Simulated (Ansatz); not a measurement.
Cost and result for the atomization energy of Cl3H3Si2 (`Cl[SiH2][SiH](Cl)Cl`) (8 atoms, 7 bonds).

Total charge 0; spin multiplicity 1. The structure was optimised at the PBE0-D4/def2-TZVP level. It is one conformer, not always the lowest. Program: Ansatz. All runs use 4 threads of a server CPU on a shared host. Times are those of one run each, without the atoms' runs, and a repeat can differ threefold. Electronic energies, without spin–orbit coupling; frozen cores. CCSD(T)/CBS adds CCSD(T) − MP2 in def2-TZVPP to the MP2 limit, and its time is that of the two runs behind it. T1 = 0.010. B3LYP takes the VWN-RPA correlation (the form of Gaussian; ORCA's B3LYP/G).

CCSD(T)/CBS is a level of theory with its own doubt, some kJ/mol a heavy atom from the limit and from the frozen cores, so smaller differences don't rank the functionals.

| level | functions | wall time |
| --- | --- | --- |
| PBE-D4/def2-TZVPP (with forces) | 252 | 2.9 s |
| PBE0-D4/def2-TZVPP | 252 | 4.8 s |
| r2SCAN-D4/def2-TZVPP (with forces) | 252 | 6.5 s |
| B2PLYP/def2-TZVPP | 252 | 6.5 s |
| B3LYP-D4/def2-TZVPP (with forces) | 252 | 7 s |
| ωB97X-V/def2-TZVPP | 252 | 11 s |
| ωB97M-V/def2-TZVPP (with forces) | 252 | 16 s |
| MP2/def2-QZVPP | 440 | 19 s |
| CCSD(T)/def2-TZVPP | 252 | 2.3 min |
| CCSD(T)/CBS(def2) | – | 2.6 min |

Q: What atomization energy does each give, and how far from CCSD(T)/CBS? (Best estimate.)

A: Ansatz gave: 
```json
{"level": "PBE-D4/def2-TZVPP (with forces)", "atomization (kJ/mol)": "2429.5", "difference from CCSD(T)/CBS": "-3.5", "per bond": "-0.5"}
{"level": "PBE0-D4/def2-TZVPP", "atomization (kJ/mol)": "2417.9", "difference from CCSD(T)/CBS": "-15.1", "per bond": "-2.1"}
{"level": "r2SCAN-D4/def2-TZVPP (with forces)", "atomization (kJ/mol)": "2443.2", "difference from CCSD(T)/CBS": "10.2", "per bond": "1.5"}
{"level": "B2PLYP/def2-TZVPP", "atomization (kJ/mol)": "2366.7", "difference from CCSD(T)/CBS": "-66.3", "per bond": "-9.5"}
{"level": "B3LYP-D4/def2-TZVPP (with forces)", "atomization (kJ/mol)": "2393.7", "difference from CCSD(T)/CBS": "-39.3", "per bond": "-5.6"}
{"level": "ωB97X-V/def2-TZVPP", "atomization (kJ/mol)": "2452.7", "difference from CCSD(T)/CBS": "19.7", "per bond": "2.8"}
{"level": "ωB97M-V/def2-TZVPP (with forces)", "atomization (kJ/mol)": "2438.7", "difference from CCSD(T)/CBS": "5.7", "per bond": "0.8"}
{"level": "MP2/def2-QZVPP", "atomization (kJ/mol)": "2449.1", "difference from CCSD(T)/CBS": "16.1", "per bond": "2.3"}
{"level": "CCSD(T)/def2-TZVPP", "atomization (kJ/mol)": "2344.8", "difference from CCSD(T)/CBS": "-88.2", "per bond": "-12.6"}
{"level": "CCSD(T)/CBS(def2)", "atomization (kJ/mol)": "2433.0", "difference from CCSD(T)/CBS": "0.0", "per bond": "0.0"}
```

From PBE to PBE0 (25 % exact exchange), in def2-TZVPP and without D4, the atomization energy moves by −7.7 kJ/mol: exact exchange takes away binding that semilocal exchange gives to molecules. In def2-TZVPP, CCSD(T) changes the Hartree–Fock value by +510.9 kJ/mol (the triples alone add +39.1 kJ/mol) and MP2 by +562.9 kJ/mol; breaking electron pairs costs correlation energy, which Hartree–Fock lacks. The D4 term adds +48.4 kJ/mol with B3LYP and +25.7 kJ/mol with PBE0; it sums over pairs of atoms, weighted by their polarisabilities, and B3LYP, whose exchange is more repulsive, gets the larger term.
